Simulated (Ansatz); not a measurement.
Ansatz (an electronic-structure program) input:

Ansatz 0.2 input:
```yaml
crystal:
  periodic: [false, false, false]
  atoms:
    - {symbol: Hg, position_ang: [-0.00000000, -0.00000000, -1.03539580]}
    - {symbol: I, position_ang: [0.00000000, 0.00000000, 1.56286159]}
basis:
  gaussian:
    orbitals: def2-SVPD
total_charge: 1
magnetization: {spin_polarized: false}
correlation: {method: ccsd_t, electrons: outside_noble_gas}
output: {forces: true}
```

Question: What final total energy does it print?

Answer: -449.28652 Eh (CCSD(T)/def2-SVPD). The basis has 70 functions.
